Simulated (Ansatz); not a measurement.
Compare A (`N[SiH2]OCO`) with its isomer B (`NC[SiH](O)O`).

Program: Ansatz. Geometries: PBE0-D4/def2-TZVP. ΔE: electronic, gas phase. CBS: MP2 limit from def2 TZ/QZ plus the TZ coupled-cluster correction, frozen cores. DFT in def2-TZVPP. B3LYP here is the variant with VWN-RPA as its local correlation; programs differ in this. One conformer a species, not always the lowest.

**Question.** Which is lower in electronic energy at CCSD(T)/CBS, and by how much? (An estimate is asked.)

**Answer.** The calculation gave: B, by 25.6 kcal/mol.

**Question.** Give E(B) − E(A) in kcal/mol with CCSD/def2-TZVPP, HF/def2-TZVPP, B3LYP-D4, ωB97M-V, r2SCAN-D4, MP2/def2-TZVPP, B2PLYP. (Best estimate.)

**Answer.** Ansatz gave: CCSD/def2-TZVPP -24.4, HF/def2-TZVPP -20.6, B3LYP-D4 -23.6, ωB97M-V -24.8, r2SCAN-D4 -24.7, MP2/def2-TZVPP -26.2, B2PLYP -24.0. None reverses the order clearly.

Largest T1 diagnostic: 0.011.

In def2-TZVPP, CCSD(T) changes the Hartree–Fock value by −4.0 kcal/mol (the triples alone add −0.2 kcal/mol) and MP2 by −5.6 kcal/mol.
